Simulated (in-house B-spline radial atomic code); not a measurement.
What moves the levels of Pd⁺ ([Kr] 4d9)? Computed with an all-electron radial atomic-structure program (B-spline basis): Dirac-Hartree-Fock, average of configuration, Fermi nucleus of rms radius 4.5318 fm.

Baseline run (computed): total energy -5044.1637 hartree, 1s1/2 at -900.535 hartree, 4d5/2 at -20.406 eV with <r> = 1.449 bohr.

Scaling the speed of light c (a factor of 100 is close to the non-relativistic limit):

```json
{"c/c0": "0.95", "ΔE (hartree)": "-12.255", "4d5/2 level (eV)": "-20.3423", "4d5/2 <r> (bohr)": "1.451"}
{"c/c0": "0.98", "ΔE (hartree)": "-4.6588", "4d5/2 level (eV)": "-20.3817", "4d5/2 <r> (bohr)": "1.45"}
{"c/c0": "1.02", "ΔE (hartree)": "4.3668", "4d5/2 level (eV)": "-20.4292", "4d5/2 <r> (bohr)": "1.448"}
{"c/c0": "1.5", "ΔE (hartree)": "60.65", "4d5/2 level (eV)": "-20.7396", "4d5/2 <r> (bohr)": "1.436"}
{"c/c0": "100", "ΔE (hartree)": "106.53", "4d5/2 level (eV)": "-21.012", "4d5/2 <r> (bohr)": "1.426"}
```

Changing the nucleus:

```tsv
nucleus	ΔE (eV)
Gaussian nucleus of rms radius 4.5318 fm	-0.00741
uniform spherical nucleus of rms radius 4.5318 fm	0.00296
Gaussian nucleus of rms radius 0.01 fm	-2.64
Fermi nucleus of rms radius 4.4412 fm	-0.0984
Fermi nucleus of rms radius 4.6224 fm	0.1
```

A larger nucleus binds the electrons less, roughly as the density at the nucleus times the change of the nuclear <r²>. At equal rms radius the shape enters only through higher moments. A radius of 0.01 fm is nearly a point.

The nuclear charge is raised by 0.1. What does the Hellmann-Feynman theorem predict for the energy, and what is found?

dE/dZ ≈ -Σ<1/r>, which is -265.522 at the start and -266.319 at the end; their mean times 0.1 is -26.592 hartree, and the two runs differ by -26.592 hartree.
